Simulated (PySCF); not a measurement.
B(F)(Me)(NHMe) (C2H7BFN), SMILES CNB(C)F. Atoms are numbered in the order given.

```xyz
12

B     -0.0576    -0.5073     0.0000
F     -1.4075    -0.4238     0.0000
C      0.6091    -1.9343     0.0000
H      1.7100    -1.9124     0.0000
H      0.2785    -2.5090    -0.8824
H      0.2785    -2.5090     0.8824
N      0.6692     0.6912     0.0000
C      0.1267     2.0354     0.0000
H      1.6815     0.6382     0.0000
H      0.4389     2.6072    -0.8919
H      0.4389     2.6072     0.8919
H     -0.9703     1.9832     0.0000
```

Geometry: B3LYP-D3(BJ)/def2-SVP. This is a generated structure with no PubChem entry under its InChIKey; it may be hypothetical. The values are those of a single conformer.

Level of theory: PySCF with PBE/def2-TZVP.

Atomic charges (e):

| atom | Löwdin | IAO |
|---|---|---|
| B1 | -0.88 | 0.46 |
| F2 | 0.31 | -0.33 |
| C3 | -0.27 | -0.61 |
| H4 | 0.14 | 0.15 |
| H5 | 0.15 | 0.16 |
| H6 | 0.15 | 0.16 |
| N7 | 0.16 | -0.40 |
| C8 | -0.31 | -0.32 |
| H9 | 0.20 | 0.27 |
| H10 | 0.11 | 0.14 |
| H11 | 0.11 | 0.14 |
| H12 | 0.13 | 0.16 |

Q: Give the Mayer and Wiberg (Löwdin basis) orders of the bonds. (An estimate is asked for; the answer gives what the named calculation found.)

A: 
```
bond    Mayer  Wiberg
------  -----  ------
B1–F2    1.18    1.99
B1–C3    1.04    1.31
C3–H4    0.95    0.87
C3–H5    0.94    0.86
C3–H6    0.94    0.86
B1–N7    1.37    1.72
N7–C8    0.94    1.32
N7–H9    0.92    0.83
C8–H10   0.96    0.92
C8–H11   0.96    0.92
C8–H12   0.97    0.91
```
